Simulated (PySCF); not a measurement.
W(OMe)(H)5 (CH₈OW), SMILES C[O][WH5], multiplicity 1. Atoms are numbered in the order given.

```xyz
11

W     -0.0191    -0.4278     0.0000
O     -0.4172     1.3991     0.0000
C      0.1826     2.6797     0.0000
H     -0.1402     3.2393    -0.9027
H     -0.1402     3.2393     0.9027
H      1.2897     2.5964     0.0000
H      1.1361    -1.2601    -0.9260
H      1.5550     0.1254     0.0000
H     -0.5908    -1.1482    -1.4496
H      1.1361    -1.2601     0.9260
H     -0.5908    -1.1482     1.4496
```

Geometry: PBE-D3(BJ)/def2-SVP. The spin state was assumed, not searched. The structure was generated by enumeration; whether it is a known compound was not checked. The def2 effective core potentials stand for the cores of W; spin–orbit coupling is left out.

Level of theory: PBE-D3(BJ)/def2-SVP run with PySCF.

Frequencies are harmonic and unscaled.

Computed harmonic wavenumbers and intensities:
```
mode  ν (cm⁻¹)  IR (km/mol)  moving atoms (share of kinetic energy)
----  --------  -----------  --------------------------------------
1           52          0.0                                  H 92 %
2          161          7.0                  H 48 %, O 41 %, C 11 %
3          218         12.3                  H 38 %, O 34 %, C 26 %
4          361          1.5                           H 89 %, O 8 %
5          509         48.7                  H 66 %, C 16 %, O 11 %
6          573         25.1                  O 41 %, H 37 %, C 16 %
7          677         21.0                           H 90 %, O 9 %
8          741         14.0                                  H 99 %
9          794          2.3                                  H 95 %
10         871         52.8                                  H 99 %
11         894         10.9                                  H 99 %
12         954          1.8                                 H 100 %
13        1074         68.1                                  H 97 %
14        1114        133.2                  H 38 %, O 33 %, C 28 %
15        1123          0.4                          H 77 %, C 19 %
16        1138        135.4                  H 41 %, O 32 %, C 27 %
17        1396         14.8                                  H 90 %
18        1407          4.8                                  H 97 %
19        1417          5.4                                  H 95 %
20        1959        116.3                                  H 99 %
21        1968        100.9                                 H 100 %
22        1989         86.1                                  H 99 %
23        1999        163.5                                  H 99 %
24        2069         42.4                                  H 99 %
25        2951         55.5                                  H 98 %
26        3051         12.4                          H 90 %, C 10 %
27        3053         11.4                          H 90 %, C 10 %
```
